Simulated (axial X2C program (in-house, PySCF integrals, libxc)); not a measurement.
## NGeN⁺: properties at the nuclei

Computed with an in-house all-electron X2C program for linear molecules (integrals from PySCF): two-component X2C with atomic mean-field Coulomb and Gaunt terms, Gaussian nuclei, basis N dyall-av3z, Ge dyall-v3z with contracted cores.

N–Ge–N held linear, with bonds 1.790 and 1.790 Å (near the PBE0 minimum at charge 1 of the determinant lowest at the starting distance; the state shown can have its own minimum elsewhere, held linear; other orders of the atoms were not compared).

Input and command:
```json
{"zs": [7, 32, 7], "q": 1, "bas": ["dyall-av3z", "dyall-v3z", "dyall-av3z"], "r0": [1.71, 1.71], "symm": 1, "scan": ["PBE0", "HF", "LDA"], "levels": ["PBE0", "HF", "r2SCAN"], "nst": 2}
```
```bash
python solin.py task.json out
```

Keys: zs atomic numbers; q charge; bas basis sets; r0 starting distance in Å; symm equal bonds; scan levels of the two-bond scan; levels methods; nst determinants followed.

Determinant lowest in the PBE0 search, Ω = 5/2 (⟨Sz⟩ = 1.50, ⟨Lz⟩ = 1.00 at PBE0), spin on the atoms N 0.81, Ge -0.13, N 0.81:

```tsv
level	A∥/gI N (MHz)	qzz N (a.u.)	A∥/gI Ge (MHz)	qzz Ge (a.u.)
PBE0	-14.2	-0.04	31	-4.23
HF	-13.8	-0.04	-199	-4.69
r2SCAN	0.0657	-0.03	31.8	-4.00
```

A∥ (defined per Ω) follows by multiplying with gI = μI/(I μN); qzz is the electric field gradient, eQq0 = 234.96 MHz × Q/barn × qzz. The operators were transformed with the bare-nucleus X2C matrices; with these basis sets, hyperfine constants and field gradients can be off by tens of per cent, and where levels differ in sign neither size nor sign is settled.

Task: With Q(73Ge) = -0.196 barn (Q from Pyykkö, Mol. Phys. 2018), turn the PBE0 values of the first state into constants in MHz.

Result: eQq0(73Ge) = 234.96 × (-0.196) × (-4.23) = 195 MHz.

The molecule was held linear; bending was not examined, so a bent shape may lie lower.

Each state is one determinant with collinear spin, which with several unpaired electrons need not be a pure state. Unrestricted Hartree–Fock can overshoot spin polarisation at the nuclei. With several open shells hyperfine constants can be off by a factor of several. The search compared states at one distance, so a state with another bond length can lie lower. Further determinants of the search, some of them spin-mixed, are not shown. Where a field gradient or hyperfine factor spreads by more than a factor of two over the levels, a constant derived from it is not to be relied on.
